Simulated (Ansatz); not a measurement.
Reaction (formal hydrolysis of the Sn–N bond): `[NH2][SnH2][NH2]` + H₂O → `[NH2][SnH2][OH]` + NH₃

Calculated with Ansatz (gas phase, PBE0-D4/def2-TZVP geometries, no zero-point term in ΔE). CCSD(T)/CBS adds triple-zeta CCSD(T) − MP2 to the extrapolated MP2 energy (def2 sets, frozen cores). This one scheme is used for every species. DFT in def2-TZVPP. def2 core potentials past Kr. For Sn outer-core shells are correlated without core-valence functions, which leaves a few kJ/mol of doubt a bond. One conformer a species, not always the lowest.

`[NH2][SnH2][NH2]`:

Cartesian coordinates in Å:
```
N 1.185 0.967 -0.696
Sn 0.073 -0.036 0.661
N -1.321 -0.901 -0.520
H 2.051 1.344 -0.334
H 0.685 1.715 -1.159
H -0.815 0.914 1.779
H 1.172 -1.089 1.450
H -0.941 -1.586 -1.160
H -2.090 -1.328 -0.022
```

H₂O:

Z-matrix (Å, degrees):
```
O
H 1 0.960
H 1 0.960 2 105.1
```

`[NH2][SnH2][OH]`:

Cartesian coordinates in Å:
```
N -0.890 0.648 -1.062
Sn 0.115 0.019 0.562
O 0.638 -1.825 0.123
H -1.679 1.247 -0.866
H -0.333 1.069 -1.791
H -0.990 -0.021 1.858
H 1.575 0.862 0.872
H 1.563 -2.000 0.305
```

NH₃:

```xyz
4

N    -0.081   -0.267    0.043
H    -0.420    0.092   -0.841
H    -0.427    0.351    0.767
H     0.928   -0.177    0.032
```

```tsv
level	ΔE (kJ/mol)	difference from CCSD(T)/CBS
PBE-D4	-24.0	-2.4
r2SCANh-D4	-25.4	-3.8
ωB97X-V	-25.7	-4.1
revPBE	-26.8	-5.2
r2SCANh	-25.9	-4.3
CCSD/def2-SVP	-23.3	-1.7
HF/def2-TZVPP	-27.7	-6.1
MP2/def2-TZVPP	-19.5	2.1
HF/def2-QZVPP	-28.5	-6.9
CCSD/CBS(def2)	-22.0	-0.4
CCSD(T)/CBS	-21.6	0
```

(1) What do rigid-rotor, harmonic-oscillator terms from PBE0-D4/def2-TZVP frequencies (298.15 K, 1 bar) make of the CCSD(T)/CBS value? (An estimate is asked.)

Largest T1 diagnostic among the species: 0.013.

Answers

(1) The calculation gave: ΔZPE = +1.0 kJ/mol, ΔH = -20.3 kJ/mol, ΔS = 17 J/(mol·K), ΔG = -25.5 kJ/mol.

From BLYP to BHLYP (50 % exact exchange), in def2-TZVPP and without D4, ΔE moves by +3.5 kJ/mol. In def2-TZVPP, CCSD(T) changes the Hartree–Fock value by +7.3 kJ/mol (the triples alone add +0.3 kJ/mol) and MP2 by +8.2 kJ/mol.
